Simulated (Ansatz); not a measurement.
The cluster Ge₃H⁺. The state is a triplet with charge 1. Geometry PBE0-D4/def2-SVP, that of the neutral doublet; atoms count from 1.

```tsv
atom	x (Å)	y (Å)	z (Å)
Ge1	0.766	1.331	-1.056
Ge2	-1.193	-0.039	-0.517
Ge3	1.008	-0.282	0.773
H4	-0.581	-1.010	0.801
```

The structure comes from a short search, and lower isomers may exist.

(1) Estimate the Mulliken populations from the PBE0/def2-TZVP orbitals of Ansatz.

(2) Where does the spin sit?

(3) And the Mayer bond orders between bonded heavy atoms (over 0.3)?

Results:

(1) 
```
atom  charge (e)  spin (α − β)
 Ge1        0.31          0.79
 Ge2        0.28          0.63
 Ge3        0.28          0.63
  H4        0.12         -0.04
```
Mulliken values and Mayer orders depend strongly on the basis.

(2) Summed by element: Ge 2.04, H -0.04, of 2 unpaired in all. Largest on single atoms: Ge1 0.79, Ge3 0.63, Ge2 0.63.

(3) Ge1–Ge2 1.10 (2.45 Å); Ge1–Ge3 1.10 (2.45 Å); Ge2–Ge3 0.89 (2.56 Å).
